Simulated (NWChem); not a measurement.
Species: HfH3Cl; SMILES [HfH3][Cl]

Results from NWChem. Geometry: optimised at PBE0/def2-SVP. def2 effective core potentials on Hf; no spin-orbit coupling.

For level B97-2/def2-TZVP:

* **orbital gap (eV)**: 6.17

Estimate the same quantities for level B3LYP/def2-TZVP.


| Property | Result |
|---|---|
| orbital gap (eV) | 6.00 |
